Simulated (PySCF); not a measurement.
PBE0 on Ag⁻ (silver, charge -1), [Kr] 4d10 5s2, closed-shell 1S. Computed with PySCF 2.14 in aug-cc-pVTZ-PP with ECP28MDF, with scalar relativity through the core potential.

```
cycle= 1 E= -146.949236597917  delta_E= -0.0128  |g|= 0.0836  |ddm|= 0.438
cycle= 2 E= -146.947403146375  delta_E= 0.00183  |g|= 0.112  |ddm|= 0.105
cycle= 3 E= -146.950622009799  delta_E= -0.00322  |g|= 0.0141  |ddm|= 0.0827
cycle= 4 E= -146.950689662982  delta_E= -6.77e-05  |g|= 0.000602  |ddm|= 0.0203
cycle= 5 E= -146.950690033231  delta_E= -3.7e-07  |g|= 1.25e-05  |ddm|= 0.00145
cycle= 6 E= -146.950690033515  delta_E= -2.84e-10  |g|= 1.17e-06  |ddm|= 8.44e-05
converged SCF energy = -146.950690033515  <S^2> = 1.0658141e-14  2S+1 = 1
```

Highest occupied orbital energy: 0.413 eV; ⟨L²⟩ = 0.00; populations by l: s 4.00, p 6.00, d 10.00, f 0.00.

**Question.** Can this result be used?

**Answer.** With care. The calculation finished and met its thresholds. Energies and moments cover only the electrons outside the core potential. At PBE0 the highest occupied level has a positive energy, so only the finite basis holds that electron; in a semilocal or global hybrid functional this comes from self-interaction and does not mean that the real anion is unbound.
